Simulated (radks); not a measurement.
Results of a calculation; reference values are marked as such.
Problem. Kr I, configuration [Kr]. Code: a radial shooting solver on a logarithmic mesh with Libxc functionals. Model: scalar-relativistic Kohn-Sham, LDA (Slater exchange, Perdew-Wang correlation), spin-polarised, spherical densities, finite nucleus; Fermi nuclear charge, rms radius 4.1884 fm. Some entries of the table are withheld. Estimate them.

| orbital | occ. | eigenvalue (eV) | <r> (bohr) | <r^2> (bohr^2) |
|---|---|---|---|---|
| 1s | 2 | -14135.43 | 0.04154 | 0.002324 |
| 2s | 2 | -1861.822 | 0.1838 | 0.03982 |
| 2p | 6 | -1647.750 | 0.1602 | 0.03142 |
| 3s | 2 | -263.0581 | 0.5315 | (1) |
| 3p | 6 | -194.9060 | 0.5414 | 0.3432 |
| 3d | 10 | -81.7050 | 0.5563 | 0.3817 |
| 4s | 2 | -23.2236 | (2) | 2.823 |
| 4p | 6 | (3) | 1.944 | 4.459 |
| 5s | 0 | -0.4147 | 6.793 | 56.65 |

Solution. 
(1) 3s <r^2> (bohr^2): 0.3248
(2) 4s <r> (bohr): 1.568
(3) 4p eigenvalue (eV): -9.3903
